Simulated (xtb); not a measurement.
C3H6BNO, SMILES CC#CB(N)O. All values are semi-empirical tight-binding results from xtb (GFN2-xTB unless named), good for trends rather than for accurate numbers. Coordinates come from a GFN2-xTB optimisation. The structure was generated by enumeration, and PubChem lists no compound with its InChIKey, so it may never have been made. One conformer was computed; it need not be the lowest.

Computed properties:
```
Property                                       Result
--------------------------------------  -------------
orbital gap                                   5.33 eV
dipole moment                                  1.21 D
zero-point energy                       56.7 kcal/mol
G − E(el) at 298.15 K (modified RRHO)   36.5 kcal/mol
static polarisability (D4 model)           59.3 bohr³
solvation energy, GFN2-xTB/ALPB(water)  -6.8 kcal/mol
solvation energy, GFN2-xTB/ALPB(ether)  -8.9 kcal/mol
```

### Question
Give the IR lines (harmonic; lines under 4 % of the strongest left out, lines within 3 cm⁻¹ merged). (Estimate from the structure and the level; the computed values follow.)

### Answer
ν (cm⁻¹): 419 (w), 517 (m), 556 (s), 965 (m), 1050 (s), 1263 (vs), 1361 (s), 1518 (m), 2343 (m), 2996 (m), 3005 (w) (against the strongest line: vs over 80 %, s over 45 %, m over 15 %, w over 4 %, vw less)
